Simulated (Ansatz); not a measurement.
Gas-phase electronic energies from Ansatz, PBE0-D4/def2-TZVP geometries. CBS: MP2 limit from def2 TZ/QZ plus the TZ coupled-cluster correction, frozen cores. This one scheme is used for every species. Functionals use def2-TZVPP. Elements past krypton have def2 core potentials. For Te outer-core shells are correlated without core-valence functions, which leaves a few kJ/mol of doubt a bond. One conformer a species, not always the lowest.

`N[Si](O)(O)[TeH]` + `B1N[SiH2]1` → `[TeH]B1N[SiH2]1` + `N[SiH](O)O`  (formal exchange of groups at a Te–Si bond)

```csv
level,ΔE (kcal/mol)
BHLYP-D4,3.3
CAM-B3LYP-D4,2.9
```

Problem. What does CCSD(T)/CBS give? (Estimate.)

Solution. The calculation gave: +2.0 kcal/mol. The listed levels differ from it by 1.3, 0.9 kcal/mol.

Largest T1 diagnostic among the species: 0.014.

Leaving LDA and LC-ωPBE aside and taking each functional with its dispersion term where it has one, the values, not all of them listed here, spread over 2.0 kcal/mol, from B2PLYP to ωB97M-V. At CCSD(T), def2-SVP lies −2.0 kcal/mol from the extrapolated value and def2-TZVPP −1.3 kcal/mol. The D4 term adds +1.0 kcal/mol with B3LYP and +0.6 kcal/mol with PBE0; it sums over pairs of atoms, weighted by their polarisabilities, and B3LYP, whose exchange is more repulsive, gets the larger term.

B3LYP here is the variant with VWN-RPA as its local correlation; programs differ in this.
